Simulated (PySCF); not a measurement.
Working out the ionisation energy of Cr(10+)

Cr(10+) [Ne] 3s2 3p2 (3P) → Cr(11+) [Ne] 3s2 3p1 (2P). All numbers are calculated (PySCF 2.14, no relativity, point nucleus, in an uncontracted even-tempered set (17 s from 0.49 bohr⁻², ratio 2.5; 11 p from 0.64 bohr⁻², ratio 2.5; 5 d from 3.8 bohr⁻², ratio 2.7; 4 f from 5.7 bohr⁻², ratio 2.7)). Frozen: 1s2; the 17 highest virtual orbitals dropped. Energies in hartree (1 hartree = 27.21139 eV):

| part | Cr(10+) (lower) | Cr(11+) (upper) |
| --- | --- | --- |
| UHF | -1004.797346 | -994.939518 |
| CCSD correlation | -0.450170 | -0.430841 |
| (T) | -0.003007 | -0.002817 |

What does Hartree-Fock give?

(-994.939518) − (-1004.797346) = 9.857828 hartree = 268.245 eV.

What do CCSD and CCSD(T) give?

The CCSD correlation energies differ by 0.019329 hartree = 0.526 eV and the triples by 0.000190 hartree = 0.005 eV, so CCSD gives 268.771 eV and CCSD(T) 268.776 eV.

A first-order spin-orbit estimate adds -0.045 eV to CCSD(T) (outer shells), giving 268.731 eV against 270.8 ± 0.5 eV (semi-empirical (NIST evaluation); NIST Atomic Spectra Database, ionization energies).

The calculation is non-relativistic.

What remains against the reference includes basis incompleteness, the frozen core and higher excitations.
